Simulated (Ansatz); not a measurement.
```xyz
7

B     0.835    0.262   -0.256
C    -0.310   -0.712   -0.308
As   -0.889    1.232    0.018
H     2.003    0.344   -0.077
H    -0.431   -1.518    0.410
H    -0.783   -0.933   -1.263
H    -0.426    1.325    1.476
```

The species carries charge 0 and has multiplicity 1.

Question: List the PBE/def2-TZVPP orbital energies in eV (Ansatz 0.2.0). (Estimate.)

Answer: The calculation gave: Occupied: -11540.58, -1447.25, -1294.39, -1294.37, -1294.34, -269.21, -182.79, -177.70, -131.23, -131.15, -131.06, -40.70, -40.68, -40.62, -40.55, -40.54, -18.41, -14.35, -11.40, -10.91, -9.76, -7.69, -6.62, -5.91. Lowest empty: -2.58, -0.72, -0.27, 0.75, 1.28, 1.72, 1.92, 3.19.
